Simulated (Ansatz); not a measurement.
Which isomer of C2BO− gives these data?

These gas-phase data were calculated for one isomer of C2BO− at B3LYP-D3(BJ)/def2-SVPD (harmonic, unscaled wavenumbers; equilibrium rotational constants with average atomic masses):

| Quantity | Value |
| --- | --- |
| rotational constants | 4.226 GHz |
| all wavenumbers above 1500 cm⁻¹ | 2129, 1872 |

Candidates:

(1) `[C+]#[B-][C-]=O`, a singlet
(2) `[C-]#CB=O`, a singlet

Task: Which structure fits? Where the bands don't settle it, estimate the moments of inertia from typical bond lengths.

Result: Candidate (2). The rotational constants decide: (1) would give 3586, 4.226, 4.221 GHz.

The same quantities for all candidates:

```
     rotational constants (GHz)  wavenumbers above 1500 cm⁻¹  E above the lowest, B3LYP-D3(BJ)/def2-SVPD (kcal/mol)
(1)          3586, 4.226, 4.221                   2071, 1719                                                   84.9
(2)                       4.226                   2129, 1872                                                    0.0
```

Harmonic stretches to hydrogen usually lie a few per cent above observed fundamentals. Programs: Ansatz 0.2.0.
